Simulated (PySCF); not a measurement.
AlBH$_{2}$N, CH$_{3}$BF (calculated)

Calculation on a computer-drawn molecule: vertical ionisation energy to the stated ion spin, frozen-core CCSD(T) at the basis limit and cheaper methods, single-reference cases, UHF for radicals, no spin-orbit; all values are single points at the evaluated structure, the first of each entry, which is the reference or a displaced copy of it and isn't optimised; the reference structure only sets the zero of the energies above reference; triples share is (T) over the correlation energy. Program: PySCF 2.14.0.

Common to all runs: charge 0; multiplicity 2; ion multiplicity 1; diffuse functions no; reference is the Hartree-Fock double-zeta minimum; best is HF at quadruple zeta + MP2 correlation extrapolated from triple and quadruple zeta + CCSD(T) minus MP2 at triple zeta; basis step is the size of the change from the same recipe one zeta lower.

(1) 
```xyz
5
formula=AlBH2N basis=cc-pV(n+d)Z ionisation_energy_best=7.762 ionisation_energy_basis_step=0.01461 energy_above_reference_best=39.32 energy_above_reference_basis_step=0.2843 total_energy_HF_triple_zeta=-322.1985 total_energy_CCSD(T)_triple_zeta=-322.5880 total_energy_best=-322.6368 T1_diagnostic_at_triple_zeta=0.01797 D1_diagnostic_at_triple_zeta=0.03944 spin_squared_at_triple_zeta=0.7557 ion_T1_diagnostic_at_triple_zeta=0.01766 ion_D1_diagnostic_at_triple_zeta=0.04028 triples_share_at_triple_zeta=0.04706 basis_functions_triple_zeta=127 dipole_magnitude_HF_at_triple_zeta=1.024 dipole_magnitude_CCSD_unrelaxed_at_triple_zeta=0.593 dipole_magnitude_PBE_at_triple_zeta=0.5026 dipole_magnitude_r2SCAN_at_triple_zeta=0.6414 dipole_magnitude_B3LYP_at_triple_zeta=0.6351 dipole_magnitude_wB97X_at_triple_zeta=0.6994
B      0.3109     1.1225     0.0991
N     -0.8195     0.7593    -0.2784
Al    -2.4406     0.0260    -0.6241
H      1.8003     1.7375     0.5954
H     -2.7647    -0.1830    -2.1600
```

Units: ionisation_energy_best, ionisation_energy_basis_step in eV; energy_above_reference_best, energy_above_reference_basis_step in kcal/mol; total_energy_HF_triple_zeta, total_energy_CCSD(T)_triple_zeta, total_energy_best in hartree; dipole_magnitude_HF_at_triple_zeta, dipole_magnitude_CCSD_unrelaxed_at_triple_zeta, dipole_magnitude_PBE_at_triple_zeta, dipole_magnitude_r2SCAN_at_triple_zeta, dipole_magnitude_B3LYP_at_triple_zeta, dipole_magnitude_wB97X_at_triple_zeta in debye.

Reference structure:
```xyz
5
AlBH2N
B      0.3005     1.1741     0.0992
N     -0.8059     0.7206    -0.2584
Al    -2.4150     0.0707    -0.6432
H      1.3424     1.6007     0.4281
H     -2.7955    -0.1334    -2.1772
```

Drawn bonds:
```
atom  other atom  order
   1           2      1
   2           3      2
   1           4      1
   3           5      1
```

Triple zeta:
```
 method  ionisation energy (eV)  energy above reference (kcal/mol)
     HF                   7.514                              44.55
    PBE                   7.727                              37.28
 r2SCAN                   7.864                              40.03
  B3LYP                    7.81                              40.33
  wB97X                   7.717                              40.74
    MP2                   7.703                              41.35
   CCSD                   7.725                               39.6
CCSD(T)                   7.736                              38.86
```

(2) 
```xyz
5
formula=AlBH2N basis=cc-pV(n+d)Z ionisation_energy_best=7.528 ionisation_energy_basis_step=0.01361 energy_above_reference_best=5.084 energy_above_reference_basis_step=0.04304 total_energy_HF_triple_zeta=-322.2607 total_energy_CCSD(T)_triple_zeta=-322.6420 total_energy_best=-322.6914 T1_diagnostic_at_triple_zeta=0.01749 D1_diagnostic_at_triple_zeta=0.04223 spin_squared_at_triple_zeta=0.756 ion_T1_diagnostic_at_triple_zeta=0.01644 ion_D1_diagnostic_at_triple_zeta=0.03758 triples_share_at_triple_zeta=0.04534 basis_functions_triple_zeta=127 dipole_magnitude_HF_at_triple_zeta=1.738 dipole_magnitude_CCSD_unrelaxed_at_triple_zeta=1.103 dipole_magnitude_PBE_at_triple_zeta=1 dipole_magnitude_r2SCAN_at_triple_zeta=1.184 dipole_magnitude_B3LYP_at_triple_zeta=1.149 dipole_magnitude_wB97X_at_triple_zeta=1.352
B      0.2979     1.1594     0.1117
N     -0.8320     0.7201    -0.1878
Al    -2.3835     0.0122    -0.5703
H      1.4238     1.5959     0.5906
H     -2.8175    -0.0903    -2.1302
```

Units: ionisation_energy_best, ionisation_energy_basis_step in eV; energy_above_reference_best, energy_above_reference_basis_step in kcal/mol; total_energy_HF_triple_zeta, total_energy_CCSD(T)_triple_zeta, total_energy_best in hartree; dipole_magnitude_HF_at_triple_zeta, dipole_magnitude_CCSD_unrelaxed_at_triple_zeta, dipole_magnitude_PBE_at_triple_zeta, dipole_magnitude_r2SCAN_at_triple_zeta, dipole_magnitude_B3LYP_at_triple_zeta, dipole_magnitude_wB97X_at_triple_zeta in debye.

Reference structure:
```xyz
5
AlBH2N
B      0.3005     1.1741     0.0992
N     -0.8059     0.7206    -0.2584
Al    -2.4150     0.0707    -0.6432
H      1.3424     1.6007     0.4281
H     -2.7955    -0.1334    -2.1772
```

Drawn bonds:
```
atom  other atom  order
   1           2      1
   2           3      2
   1           4      1
   3           5      1
```

Triple zeta:
```
 method  ionisation energy (eV)  energy above reference (kcal/mol)
     HF                   7.241                              5.515
    PBE                    7.53                              4.357
 r2SCAN                    7.65                              4.878
  B3LYP                   7.593                              5.167
  wB97X                   7.472                              4.865
    MP2                   7.471                              5.443
   CCSD                   7.483                              5.039
CCSD(T)                   7.501                              4.952
```

(3) 
```xyz
5
formula=AlBH2N basis=cc-pV(n+d)Z ionisation_energy_best=7.994 ionisation_energy_basis_step=0.01959 energy_above_reference_best=14.24 energy_above_reference_basis_step=0.1012 total_energy_HF_triple_zeta=-322.2459 total_energy_CCSD(T)_triple_zeta=-322.6268 total_energy_best=-322.6768 T1_diagnostic_at_triple_zeta=0.01611 D1_diagnostic_at_triple_zeta=0.03688 spin_squared_at_triple_zeta=0.7543 ion_T1_diagnostic_at_triple_zeta=0.01717 ion_D1_diagnostic_at_triple_zeta=0.04231 triples_share_at_triple_zeta=0.04464 basis_functions_triple_zeta=127 dipole_magnitude_HF_at_triple_zeta=0.6392 dipole_magnitude_CCSD_unrelaxed_at_triple_zeta=0.8386 dipole_magnitude_PBE_at_triple_zeta=0.6975 dipole_magnitude_r2SCAN_at_triple_zeta=0.6622 dipole_magnitude_B3LYP_at_triple_zeta=0.7596 dipole_magnitude_wB97X_at_triple_zeta=0.6271
B      0.2402     1.1849     0.2110
N     -0.7605     0.7462    -0.2812
Al    -2.5182    -0.0144    -0.7471
H      1.2942     1.6276     0.3899
H     -2.8054    -0.1616    -2.1885
```

Units: ionisation_energy_best, ionisation_energy_basis_step in eV; energy_above_reference_best, energy_above_reference_basis_step in kcal/mol; total_energy_HF_triple_zeta, total_energy_CCSD(T)_triple_zeta, total_energy_best in hartree; dipole_magnitude_HF_at_triple_zeta, dipole_magnitude_CCSD_unrelaxed_at_triple_zeta, dipole_magnitude_PBE_at_triple_zeta, dipole_magnitude_r2SCAN_at_triple_zeta, dipole_magnitude_B3LYP_at_triple_zeta, dipole_magnitude_wB97X_at_triple_zeta in debye.

Reference structure:
```xyz
5
AlBH2N
B      0.3005     1.1741     0.0992
N     -0.8059     0.7206    -0.2584
Al    -2.4150     0.0707    -0.6432
H      1.3424     1.6007     0.4281
H     -2.7955    -0.1334    -2.1772
```

Drawn bonds:
```
atom  other atom  order
   1           2      1
   2           3      2
   1           4      1
   3           5      1
```

Triple zeta:
```
 method  ionisation energy (eV)  energy above reference (kcal/mol)
     HF                   7.781                               14.8
    PBE                   7.933                              14.37
 r2SCAN                   8.078                              14.73
  B3LYP                   8.037                              13.87
  wB97X                   7.959                              14.39
    MP2                   7.927                              14.15
   CCSD                    7.97                               14.4
CCSD(T)                   7.964                              14.49
```

(4) 
```xyz
6
formula=CH3BF basis=cc-pVnZ
C      0.8273    -1.3025     0.5967
B     -0.5954    -1.5164     1.1390
F     -1.5674    -0.6739     0.7789
H      1.0743    -0.4841    -0.0728
H      1.6512    -1.9579     0.8567
H     -0.8932    -2.4103     1.8803
```

Reference structure:
```xyz
6
CH3BF
C      0.8273    -1.3025     0.5967
B     -0.5954    -1.5164     1.1390
F     -1.5674    -0.6739     0.7789
H      1.0743    -0.4841    -0.0728
H      1.6512    -1.9579     0.8567
H     -0.8932    -2.4103     1.8803
```

Drawn bonds:
```
atom  other atom  order
   1           2      1
   2           3      1
   1           4      1
   1           5      1
   2           6      1
```

To be estimated
1. Give the missing ionisation energy basis step for CH$_{3}$BF (entry 4).
2. CH$_{3}$BF (entry 4): total energy best?
3. Estimate the ionisation energy best of CH$_{3}$BF (entry 4).
4. Give the table of triple zeta values for CH$_{3}$BF (entry 4).

## Answers
1. 0.04056 eV
2. -164.4340 hartree
3. 10.5 eV
4. 
Triple zeta:
```
 method  ionisation energy (eV)  energy above reference (kcal/mol)
     HF                   9.766                                  0
    PBE                    10.6                                  0
 r2SCAN                   10.76                                  0
  B3LYP                   10.58                                  0
  wB97X                   10.47                                  0
    MP2                   10.44                                  0
   CCSD                   10.38                                  0
CCSD(T)                   10.41                                  0
```

Further results for CH$_{3}$BF (entry 4):

* energy above reference best: 0 kcal/mol
* energy above reference basis step: 0 kcal/mol
* total energy HF triple zeta: -163.8205 hartree
* total energy CCSD(T) triple zeta: -164.3533 hartree
* T1 diagnostic at triple zeta: 0.01317
* D1 diagnostic at triple zeta: 0.04634
* spin squared at triple zeta: 0.7585
* ion T1 diagnostic at triple zeta: 0.01807
* ion D1 diagnostic at triple zeta: 0.06658
* triples share at triple zeta: 0.03014
* basis functions triple zeta: 132
* dipole magnitude HF at triple zeta: 1.71 debye
* dipole magnitude CCSD unrelaxed at triple zeta: 1.568 debye
* dipole magnitude PBE at triple zeta: 1.545 debye
* dipole magnitude r2SCAN at triple zeta: 1.563 debye
* dipole magnitude B3LYP at triple zeta: 1.619 debye
* dipole magnitude wB97X at triple zeta: 1.627 debye
